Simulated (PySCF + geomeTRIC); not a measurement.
Species: CH5OSi, SMILES `CO[SiH2]` (charge 0, multiplicity 2).

Question: Give a relaxed geometry from PBE0-D4/def2-TZVP (PySCF + geomeTRIC).

Answer: the end point of this relaxation (outside a Z-matrix the atoms follow the SMILES, hydrogens last).
Z-matrix (Å, degrees):
```
O
C 1 1.4116
H 2 1.0911 1 108.23
H 2 1.0956 3 108.66 1 -120.94
H 2 1.0956 3 108.66 4 -118.12
Si 1 1.6391 2 125.06 3 179.80
H 6 1.4960 1 110.99 2 61.15
H 6 1.4960 7 109.37 1 122.77
```
